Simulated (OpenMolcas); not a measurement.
# Ir4+: moving or changing the point charges

Ir4+ among 6 point charges of -1.7 e arranged as an octahedron (Oh), 2.23 Å from the ion.

| Quantity | Value |
| --- | --- |
| Program | OpenMolcas |
| Method | CASSCF |
| Basis | ANO-RCC-VDZP [7s6p4d2f] |
| Scalar Hamiltonian | DKH2, point nucleus |
| Active space | 5 electrons in 5 orbitals (5d) |
| State averaging | 2S+1 = 6 even, 1 root; 2S+1 = 4 even, 24 roots; 2S+1 = 2 even, 75 roots |
| Spin-orbit coupling | state interaction with AMFI integrals over the reference wave functions |

Runs around this geometry, states (labels of O, the rotations of Oh). Energies in cm-1 above the lowest state or level, χT in cm3 K/mol; 10Dq and B are least-squares fits to the states below 45000 cm-1, weighted by degeneracy, with a free offset, and given where the rms deviation is under 5 % of |10Dq| (or 100 cm-1) and under 700 cm-1.

| R (Å) | q (e) | Ground state | 10Dq | B (rms of fit) | First gap with spin-orbit (degeneracies) | χT at 300 K | First state of another spin |
| --- | --- | --- | --- | --- | --- | --- | --- |
| 2.23 | -0.85 | 6A1 | 2540 | 909 (39) | 35.0 (2, 4) | 4.131 | 4T1 26917 |
| 2.12 | -1.7 | 6A1 | 6437 | 901 (95) | 117.6 (2, 4) | 4.042 | 4T1 23681 |
| 2.23 | -1.7 | 6A1 | 5051 | 905 (77) | 82.6 (2, 4) | 4.089 | 4T1 24936 |
| 2.33 | -1.7 | 6A1 | 4083 | 907 (63) | 62.5 (2, 4) | 4.110 | 4T1 25760 |

Taking |10Dq| as R^-n, n = -ln(4083 / 6437) / ln(2.33 / 2.12) = 4.8 between the shortest and longest distance. The point-charge formula for a cubic d site gives n = 5.

Scaling the charges by -0.85 / -1.7 = 0.50 scales |10Dq| by 2540 / 5051 = 0.50; with fixed orbitals a first-order splitting would follow the charge.

Without dynamic correlation the repulsion within the d shell is too large (B by tens of per cent), so at a given field states of lower spin stand too high. Point charges give a weaker field than real ligands, and real ions of this kind are as a rule low spin; the high spin found here belongs to the model. This field is weak: 10Dq is about 2540 cm-1, while octahedral complexes of 5d ions of charge 3 and more, computed by the same method with explicit ligands, had a median near 35000 cm-1. Ground spin and moment need not be those of a real site (figures for R = 2.23, q = -0.85; the like holds for R = 2.12, q = -1.7, R = 2.23, q = -1.7, R = 2.33, q = -1.7). Point charges carry no covalency, so the field is a model and not that of real ligands. No measured value stands beside these numbers.
